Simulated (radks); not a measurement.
Q: All-electron atom: Mo2+ in [Kr] 4d3 6p1 (not the ground configuration). Calculated with a radial shooting solver on a logarithmic mesh with Libxc functionals: Dirac Kohn-Sham, PBE, spin-unpolarised, spherical densities, point nucleus; open shells fill j = l - 1/2 first. Some entries of the table are withheld. Estimate them.

| orbital | occ. | eigenvalue (eV) | <r> (bohr) |
|---|---|---|---|
| 1s1/2 | 2 | -19840.73 | 0.03517 |
| 2s1/2 | 2 | -2825.550 | 0.1534 |
| 2p1/2 | 2 | -2601.484 | 0.1308 |
| 2p3/2 | 4 | -2494.927 | 0.1353 |
| 3s1/2 | 2 | -503.9213 | 0.4286 |
| 3p1/2 | 2 | (1) | 0.4233 |
| 3p3/2 | 4 | (2) | 0.4338 |
| 3d3/2 | 4 | (3) | (4) |
| 3d5/2 | 6 | (5) | (6) |
| 4s1/2 | 2 | -91.2638 | (7) |
| 4p1/2 | 2 | -66.7844 | 1.194 |
| 4p3/2 | 4 | -64.2073 | 1.222 |
| 4d3/2 | 3 | -28.1977 | 1.611 |
| 4d5/2 | 0 | -27.9137 | 1.623 |
| 6p1/2 | 1 | -7.9445 | 6.494 |
| 6p3/2 | 0 | -7.8355 | 6.555 |

A: 
(1) 3p1/2 eigenvalue (eV): -418.6811
(2) 3p3/2 eigenvalue (eV): -401.1313
(3) 3d3/2 eigenvalue (eV): -250.5191
(4) 3d3/2 <r> (bohr): 0.4131
(5) 3d5/2 eigenvalue (eV): -247.1956
(6) 3d5/2 <r> (bohr): 0.4166
(7) 4s1/2 <r> (bohr): 1.097
